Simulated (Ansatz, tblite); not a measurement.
Forces on the cluster PbBr2 at its B3LYP-D4/def2-TZVP geometry. Charge 0, multiplicity 1.

In the def2 sets Pb takes a core potential; there is no spin–orbit coupling. The xTB rows come from tblite. The structure comes from a short search, and lower isomers may exist.

GFN1-xTB (tblite), largest force 0.16 eV/Å:

```xyz
3
positions Å, forces eV/Å
Pb   -1.063    0.158   -0.312   -0.046    0.007   -0.013
Br    1.160    0.529   -1.677   -0.026   -0.051    0.150
Br   -0.097   -0.688    1.989    0.072    0.044   -0.137
```

GFN2-xTB (tblite), largest force 0.60 eV/Å:

```
Pb 0.570 -0.085 0.167
Br -0.391 -0.060 0.224
Br -0.179 0.145 -0.391
```

r2SCAN-D4/def2-TZVP (Ansatz), largest force 0.26 eV/Å:

```
Pb 0.243 -0.036 0.071
Br -0.177 -0.036 0.127
Br -0.066 0.072 -0.198
```
